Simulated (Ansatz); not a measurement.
CH$_{7}$GaOSi from Hartree–Fock to CCSD(T)

```xyz
11

C    -1.4494   -0.0189    0.0018
Si   -0.0757    1.2326    0.1447
Ga    2.6797   -0.9907   -1.1158
O     1.4336   -1.7106    0.0092
H    -1.9855    0.0969   -0.9428
H    -2.1666    0.0982    0.8173
H    -1.0192   -1.0210    0.0455
H     0.6460    1.1336    1.4397
H    -0.5948    2.6232    0.0086
H     0.9301    1.0477   -0.9496
H     1.6016   -2.4909    0.5415
```

The species carries charge 0 and has multiplicity 1. Correlated methods include outer-core shells of Ga, which these sets cover unevenly. Scalar relativity is left out up to krypton. The bonds changed during the relaxation, so this is another structure than the one it started from. All single points use the PBE0-D4/def2-TZVP geometry. It is one conformer, not always the lowest. Frozen core, restricted reference, Ansatz.

```tsv
basis	HF (Eh)	MP2 corr.	CCSD corr.	(T)	CCSD(T) total
def2-SVP	-2328.58898	-0.64633	-0.68813	-0.01912	-2329.29623
def2-TZVPP	-2329.08396	-0.77206	-0.81012	-0.03033	-2329.92441
def2-QZVPP	-2329.13901	-1.06211	–	–	–
```
